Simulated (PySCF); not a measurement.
CuF (SMILES [F][Cu]), singlet, geometry from GFN2-xTB (such geometries of metal compounds can be far from the true shape). Base run: PBE/def2-SV(P) (PySCF).

The PySCF input:
```python
from pyscf import gto, scf, dft

mol = gto.Mole()
mol.atom = '''
    Cu   -0.000000   -0.000000   -0.406158
    F     0.000000    0.000000    1.308730
'''
mol.basis = 'def2-sv(p)'
mol.charge = 0
mol.spin = 0
mol.verbose = 4
mol.build()

mf = dft.RKS(mol)
mf.xc = 'pbe'
mf.kernel()
```

Variants of this job, named by their change:

| change | ΔE vs base (mEh) | fitting functions | dipole (D) | outcome |
|---|---|---|---|---|
| base | 0.000 | - | 4.28 | converged |
| auxbasis = default (with mf = mf.density_fit()) | -0.125 | 140 | 4.28 | converged |
| auxbasis = autoaux | -0.045 | 399 | 4.28 | converged |
| auxbasis = def2-universal-jfit | -0.125 | 140 | 4.28 | converged |
| auxbasis = def2-universal-jkfit | -0.045 | 341 | 4.28 | converged |
| auxbasis = cc-pvdz-jkfit | - | - | - | input refused |
| auxbasis = even-tempered beta=3.0 | … | … | … | converged |
| auxbasis = cc-pvqz-jkfit | - | - | - | input refused |
| auxbasis = even-tempered beta=2.0 | -0.103 | 402 | 4.28 | converged |
| auxbasis = def2-tzvp-ri | … | … | … | converged |

Q: What belongs in the gaps?

A: 
- auxbasis = even-tempered beta=3.0, ΔE vs base (mEh): -21.060
- auxbasis = even-tempered beta=3.0, fitting functions: 271
- auxbasis = even-tempered beta=3.0, dipole (D): 4.29
- auxbasis = def2-tzvp-ri, ΔE vs base (mEh): -9886.3
- auxbasis = def2-tzvp-ri, fitting functions: 258
- auxbasis = def2-tzvp-ri, dipole (D): 4.27

A fitting set is made for a task (jfit for Coulomb, jkfit for Coulomb and exchange, ri for correlation) and for a family of orbital bases.

- auxbasis = cc-pvdz-jkfit: ended with `pyscf.lib.exceptions.BasisNotFoundError: Basis set not found for Cu in cc-pvdz-jkfit`
- auxbasis = cc-pvqz-jkfit: ended with `pyscf.lib.exceptions.BasisNotFoundError: Basis set not found for Cu in cc-pvqz-jkfit`
